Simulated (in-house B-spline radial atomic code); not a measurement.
Solving the quasi-particle equation for 2s up of O VI (O5+)

Configuration [He] 2s1, highest spin, start LDA VWN5. Computed with a B-spline radial code for spherical atoms: all electrons, non-relativistic, point nucleus, each spin shell either full or empty, empty states to l = 9 with an (l + 1/2)⁻⁴ tail; G0W0 by contour deformation at full frequency.

At the mean-field level ε = -127.489 eV the matrix elements are Σx = -31.097 eV, v_xc = -20.63 eV and Σc(ε) = -2.683 eV, and the slope of the correlation self-energy is dΣc/dω = -0.0894. The quasi-particle energy solves E = ε + Σx − v_xc + Σc(E).

Task: What does the linearised equation give?

Result: Z = 1/(1 − dΣc/dω) = 1/1.0894 = 0.9179. The first-order shift is Σx − v_xc + Σc(ε) = -31.097 − (-20.63) + (-2.683) = -13.150 eV, so E ≈ ε + Z × shift = -127.489 + 0.9179 × (-13.150) = -139.559 eV.

Task: How does that compare with the full solution and with static screening?

Result: Solving the equation at full frequency dependence gives E = -139.850 eV, where Σc = -1.894 eV and the weight is 0.956; the linearised value is off by 291 meV. Leaving Z out would give -140.639 eV. Static COHSEX puts -5.503 eV in place of Σc and gives -143.459 eV, 3.61 eV deeper.
